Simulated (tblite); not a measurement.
Run record: tight-binding relaxation, `CC(=S)[S][Ge@@H]([CH3])[S][SiH3]`.

Computed with GFN2-xTB geometry optimisation, gas phase (tblite 0.8.0). Start geometry: from a force field or distance geometry. A driver script takes a list of jobs; this job's settings line and coordinates (Å) are shown.

Command:
```bash
OMP_NUM_THREADS=1 python probes_run.py task.json out
```

Input:
```
{"job": {"kind": "relax", "xc": "GFN2-xTB", "basis": "xTB"}, "charge": 0, "multiplicity": 1}
C      2.281400    -0.941800    -0.147100
C      1.911000     0.497200    -0.424700
S      2.456800     1.160600    -1.565300
S      0.964600     1.434300     0.779500
Ge    -1.007700     0.868100    -0.083000
C     -1.156700     1.542300    -1.911500
S     -1.275800    -1.334000    -0.105000
Si    -1.372600    -1.433500     2.045700
H      3.381000    -1.060600    -0.085300
H      1.871800    -1.589000    -0.951400
H      1.830800    -1.273000     0.815700
H     -2.133600     1.515300     0.759900
H     -0.912900     2.626300    -1.912700
H     -2.183500     1.390700    -2.277700
H     -0.450400     1.002700    -2.564100
H     -1.596200    -2.832400     2.464300
H     -2.495400    -0.609400     2.526000
H     -0.121300    -0.957400     2.625100
```

Task: What does the run print?

Result: 
```
step      E/eV     max force
  0    -678.31423   14.027
  1    -678.90648    5.907
  2    -679.31489    3.454
  3    -679.43404    3.030
  4    -679.51627    0.681
  5    -679.53226    0.326
  6    -679.56328    0.431
  7    -679.57263    0.367
  8    -679.58232    0.239
  9    -679.58949    0.326
... (193 lines left out)
203    -679.94793    0.033
204    -679.94806    0.030
205    -679.94821    0.025
206    -679.94832    0.019
207    -679.94839    0.017
208    -679.94844    0.016
209    -679.94847    0.012
210    -679.94849    0.014
211    -679.94851    0.012
212    -679.94853    0.009
```

«max force» is the largest atomic force in eV/Å.

Task: From which step on does the largest force stay under 0.1 eV/Å, and how much energy is left to gain from there?

Result: From step 197 (0.085 eV/Å), 2.3 meV above the end.

Summary of the converged run: energy lowered by 37.7 kcal/mol over 212 steps; largest atomic force 0.009 eV/Å at the end.

On an Arm Neoverse N1 with one thread (shared host), this took 5.0 s of wall time.
Labels such as C1 count atoms from 1, the log's own numbers from 0.
